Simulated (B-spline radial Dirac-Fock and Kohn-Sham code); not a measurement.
**Photoemission from Sb⁺ at 4860 eV, detector at θ = 30°, φ = 0°**

System: antimony as Sb⁺, [Kr] 4d10 5s2 5p2. The computed values come from an atomic code on a B-spline grid: Dirac-Hartree-Slater photoionisation with a Latter tail; cross sections with all multipoles, angular parameters from the dipole term and its interference with E2. Thresholds are orbital energies of the model. For linearly polarised light dσ/dΩ = σ/(4π) [1 + β P₂(cos θ) + (δ + γ cos²θ) sin θ cos φ], with θ from the polarisation vector and φ the angle between the beam and the projection of the electron momentum on the plane normal to the polarisation. The dipole factor is 1 + βP₂ and the non-dipole term is the rest of the bracket. Open shells are filled statistically over j.

```
subshell  threshold (eV)  σ (kb)     β      γ      δ  dipole factor  non-dipole term  dσ/dΩ (kb/sr)
      2s          4682.6    25.8  1.99   1.02  0.000          2.243           +0.384           5.39
   2p1/2          4395.0    45.2  1.26  -0.30  0.003          1.787           -0.109           6.03
   2p3/2          4139.0    81.5  1.37  -0.20  0.019          1.854           -0.065           11.6
      3s           937.8    6.00  1.99  -0.09  0.000          2.245           -0.035           1.05
   3p1/2           818.0    6.12  1.52   0.51  0.017          1.951           +0.202           1.05
   3p3/2           770.2    11.1  1.58   0.56  0.021          1.986           +0.220           1.95
   3d3/2           556.3    3.68  1.05   1.04  0.153          1.653           +0.468          0.621
   3d5/2           546.3    5.15  1.00   1.03  0.162          1.623           +0.466          0.857
      4s           166.9    1.29  1.99  -0.05  0.000          2.245           -0.020          0.229
   4p1/2           125.6    1.13  1.52   0.59  0.016          1.948           +0.230          0.195
   4p3/2           116.7    2.02  1.57   0.63  0.019          1.984           +0.247          0.359
   4d3/2           50.38   0.512  1.02   1.06  0.148          1.638           +0.470         0.0859
   4d5/2           49.03   0.713  0.97   1.04  0.157          1.606           +0.469          0.118
      5s           23.82   0.169  1.99  -0.04  0.000          2.245           -0.016         0.0300
   5p1/2           15.24  0.0346  1.52   0.61  0.016          1.947           +0.235        0.00602
   5p3/2           14.43  0.0603  1.57   0.65  0.019          1.983           +0.252         0.0107
```
